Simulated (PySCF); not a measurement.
**Electronic structure of Ne³⁺ (neon, charge +3) at the UHF level**

Configuration: [He] 2s2 2p3, high-spin 4S determinant. All numbers are calculated (PySCF 2.14, no relativity, point nucleus, in def2-TZVPPD (6s4p3d1f, 40 functions)).

- Total energy: -124.101552 hartree
- One-electron energy: -157.1282 hartree
- Hartree (Coulomb) energy: 43.5264 hartree
- Exchange energy: -10.4997 hartree
- Kinetic energy: 124.20513 hartree
- ⟨S²⟩: 3.7528
- ⟨L²⟩: 0.000
- Sum of ⟨r⟩: 4.142 bohr
- Sum of ⟨r²⟩: 3.633 bohr²
- Density at the nucleus (Gaussians lack the cusp): 612 bohr⁻³
- Spin density at the nucleus: 0.0485 bohr⁻³
- Langevin diamagnetic susceptibility: -2.88 ×10⁻⁶ cm³/mol

| shell | electrons | mean orbital energy (eV) | rms radius, mean of both spins (bohr) |
| --- | --- | --- | --- |
| 1s α | 1 | -977.82 | 0.182 |
| 1s β | 1 | -971.54 | 0.182 |
| 2s α | 1 | -126.68 | 0.871 |
| 2s β | 1 | -106.82 | 0.871 |
| 2p α | 3 | -98.469 | 0.827 |

Spin-orbit constants ζ (cm⁻¹) from the X2C one-electron operator on these orbitals (non-relativistic here): bare nucleus, nucleus screened by l(l+1)(2l+1)/3 electrons, and screened by the Breit-Pauli mean field of the electrons.

| shell | bare | screened nucleus | mean field |
| --- | --- | --- | --- |
| 2p | 968.7 | 775.0 | 698.8 |
